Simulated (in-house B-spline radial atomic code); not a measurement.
Ionising the iridium ion Ir⁵⁺ with different functionals

Computed with a radial B-spline atomic code at the basis-set limit: scalar-relativistic (spin-free X2C) Hamiltonian, Fermi nucleus of rms radius 5.4032 fm, spin-polarised at highest spin, spherical fractional occupations for the functionals, and exact exchange of hybrids averaged over the configuration. The ionisation energy is the difference of two self-consistent energies, [Xe] 4f14 5d4 → [Xe] 4f14 5d3, without Breit or QED terms; ε is the level of the shell that loses the electron (its least bound occupied spin orbital). There is no spin-orbit coupling in this Hamiltonian.

| method | rung | ΔSCF (eV) | -ε(5d) (eV) |
| --- | --- | --- | --- |
| PBE0 | global hybrid | 73.95 | 68.50 |
| B3LYP | global hybrid | 73.82 | 67.93 |
| TPSSh | global hybrid | 73.88 | 67.22 |
| M06-2X | global hybrid | 73.52 | 70.31 |
| BHandHLYP | global hybrid | 73.73 | 70.27 |
| r2SCAN0 | global hybrid | ? | ? |
| B97-1 | global hybrid | 73.73 | 67.95 |
| HSE06 | range-separated hybrid | 73.91 | 68.04 |
| wB97X | range-separated hybrid | 73.49 | 70.73 |
| CAM-B3LYP | range-separated hybrid | 73.77 | 69.80 |
| LC-wPBE | range-separated hybrid | ? | ? |

Problem. What does r2SCAN0 give?

Solution. ΔSCF 74.19 eV, and -ε(5d) = 68.79 eV.

Problem. What does LC-wPBE give?

Solution. ΔSCF 73.82 eV, and -ε(5d) = 71.33 eV.

Problem. Among the functionals, which spreads more, the ΔSCF values or the orbital energies?

Solution. The orbital energies: ΔSCF values span about 0.70 eV and the orbital energies 4.11 eV; here energy differences depend much less on the functional than eigenvalues do.

Problem. How do they compare with the NIST value?

Solution. NIST lists 72 eV ± 2 (tabulated theory, ground level to ground level). Errors run from +1.49 to +2.19 eV; all lie within about twice that uncertainty, so the table can't rank the methods.
